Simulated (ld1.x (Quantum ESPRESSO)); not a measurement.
**Building the TM potential for antimony (Sb) (PBE, fully relativistic).**

ld1.x (Quantum ESPRESSO) 7.5 input, shortened:

```
&input
   title='Sb', zed=51., rel=2, dft='PBE', iswitch=3,
   config='[Kr] 4d10 5s2 5p3 5d-2', rel_dist='average'
 /
 &inputp
   pseudotype=2, tm=.true., lloc=-2, rcloc=1.20,
   nlcc=.true.
 /
3
5S  1  0   2.00   0.00  1.50  1.50  0.0
5P  2  1   3.00   0.00  1.70  1.70  0.0
5D  3  2  -2.00   0.25  1.80  1.80  0.0
 &test
   configts(1)='5s2 5p3'
 /
```

Open shells are filled in proportion to 2j + 1 (rel_dist='average').

All-electron outer shells of the reference configuration (PBE, scalar-relativistic, ld1.x):

```csv
shell,level (eV),outermost node (bohr),outermost maximum (bohr)
4p,-101.79,0.39,0.76
4d,-33.51,0.38,0.84
5s,-12.83,0.95,1.90
5p,-4.83,1.04,2.35
```

Results:

```json
{
 "Cutoffs needed": "50 Ry and 140 Ry (the cutoffs (Ry, on a coarse ladder) from which the occupation-weighted sum of valence levels, in a spherical-Bessel basis at the reference potential, stays within 10 and 1 mRy of its value at 400 Ry)",
 "Ghost test": "ghost states, extra bound levels that the all-electron valence spectrum of the same l lacks: d3/2 at -149.3 eV, d5/2 at -125.3 eV, s at -49.1 eV; a true bound ghost makes a file unfit for plane-wave use (spherical-Bessel basis up to 400 Ry, 20 bohr box)",
 "Largest excitation error": "-576 meV (all-electron minus pseudo) for 5s1 5p0, out of 7 test configurations"
}
```

Generation and tests took about 2.5 s on one core of a shared server CPU.
